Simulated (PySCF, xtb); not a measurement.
C4H4Cl2, SMILES Cl/C=C\C=C/Cl. Other conformers were not sampled.

Harmonic wavenumbers (cm⁻¹) from GFN2-xTB (xtb 6.7.1) at its own minimum, in rising order: 52, 129, 165, 282, 464, 470, 647, 725, 728, 755, 807, 854, 904, 1076, 1164, 1232, 1239, 1312, 1616, 1622, 3071, 3079, 3088, 3092.

Question: What does PBE0-D3(BJ)/def2-SVP in PySCF 2.14.0 give at its own minimum? (Estimate from the structure and the level; the computed values follow.)

Answer: 60, 135, 179, 312, 514, 526, 689, 731, 761, 794, 807, 957, 980, 1098, 1190, 1249, 1308, 1389, 1658, 1729, 3204, 3210, 3247, 3247. Paired by order, the mean absolute difference is 58 cm⁻¹ and the zero-point energies are 40.8 and 42.8 kcal/mol.
